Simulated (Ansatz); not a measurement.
The same path of CH₈BGeNO (13 atoms, charge 0, multiplicity 1) was run 3 times with different band settings. The coordinate that changes most is the dihedral H7–B1–N2–C3.

Theory: RKS revPBE-D4/def2-SVP in Ansatz.

Relaxed end points:

```xyz
13
Properties=species:S:1:pos:R:3
B -1.679 2.014 0.214
N -0.712 1.170 0.781
C 0.286 0.402 0.075
O -0.024 -0.980 0.189
Ge 1.142 -2.192 -0.498
H -2.478 2.568 0.947
H -1.675 2.178 -0.994
H -0.717 0.987 1.789
H 0.284 0.743 -0.986
H 1.299 0.610 0.503
H 1.275 -1.965 -2.032
H 0.495 -3.555 -0.167
H 2.525 -2.015 0.195
```

```xyz
13
Properties=species:S:1:pos:R:3
B -1.683 2.012 0.223
N -0.709 1.170 0.782
C 0.285 0.404 0.068
O -0.025 -0.978 0.179
Ge 1.143 -2.192 -0.501
H -1.688 2.179 -0.983
H -2.477 2.561 0.964
H -0.707 0.985 1.789
H 0.278 0.749 -0.992
H 1.301 0.611 0.492
H 1.285 -1.968 -2.034
H 0.493 -3.553 -0.168
H 2.524 -2.013 0.197
```

Common settings: movable images 5; climbing image yes; optimiser quadratic models (default); start path IDPP; iteration limit 60; end points relaxed.

| run | spring | force threshold |
| --- | --- | --- |
| 1 | 5.0 eV/Å² | 0.05 eV/Å |
| 2 | 5.0 eV/Å² | 0.2 eV/Å |
| 3 | 0.1 eV/Å² | 0.05 eV/Å |

(1) What does each run give, and how far can it be trusted?

Answers

(1) Run 1: converged after 16 iterations, highest image 1.445 eV above the first end. A vibrational analysis at the climbing image gives one clearly imaginary mode, 755i cm⁻¹: a first-order saddle point.
Run 2: converged after 10 iterations, highest image 1.448 eV above the first end. The threshold of 0.2 eV/Å is loose, so the images may lie well off the minimum-energy path. The order of the stationary point at the top wasn't checked.
Run 3: converged after 15 iterations, highest image 1.445 eV above the first end. Another band between the same ends (5 images) ends at a top of the same energy, where a vibrational analysis finds 1 clearly imaginary mode.
